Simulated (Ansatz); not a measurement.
Pulling on the Be1–I3 bond in BeBrI (SMILES [Br][Be][I]) (multiplicity 1 held, fragments rigid). Energies count from the point at 2.165 Å.
Geometry at that point (charge 0, multiplicity 1):
```xyz
3

Be     0.00000     0.00000    -0.50334
Br     0.00000     0.00000    -2.45917
I      0.00000     0.00000     1.66197
```

U- levels take the lowest unrestricted solution at each point, which mixes spins at long bonds. Active spaces are followed from a long bond inwards. Levels need not reach the same state.

Frozen-core correlation. Filled d and f shells under p-block atoms count as core.

Codes used: Ansatz (a first-principles code) with Gaussian orbitals. Values without a source in brackets are computed. In def2 rows elements past Kr take small-core potentials, without spin–orbit coupling.

Energies in kcal/mol.

```csv
R (Å),U-HF/def2-SVPD,U-SCS-MP2/def2-SVPD,U-CCSD/def2-SVPD,U-CCSD(T)/def2-SVPD,"FIC-MRCISD+Q on CASSCF(6,4)/def2-SVPD"
1.732,57.8,58.2,58.4,58.5,58.5
1.949,11.6,11.9,12.0,12.1,12.1
2.165,0.0,0.0,0.0,0.0,0.0
2.382,4.2,3.7,3.6,3.5,3.5
2.598,15.3,14.1,13.7,13.5,13.5
2.923,35.9,33.1,32.5,31.9,31.9
3.248,54.4,58.4,50.8,49.8,49.3
3.789,67.3,80.6,74.3,73.5,71.3
4.331,71.1,86.7,84.3,85.1,82.8
4.980,72.3,88.8,87.1,88.3,87.3
5.846,72.7,89.4,87.9,89.1,88.6
6.929,72.7,89.6,88.1,89.3,88.9
```

Doubts at one or more of the structures used: a spin-contaminated determinant (U-HF/def2-SVPD, U-SCS-MP2/def2-SVPD, U-CCSD/def2-SVPD, U-CCSD(T)/def2-SVPD); T1 above 0.05 (U-CCSD/def2-SVPD, U-CCSD(T)/def2-SVPD); the program's own flag: other amplitudes (U-CCSD/def2-SVPD, U-CCSD(T)/def2-SVPD); active orbitals that take no part (FIC-MRCISD+Q on CASSCF(6,4)/def2-SVPD).
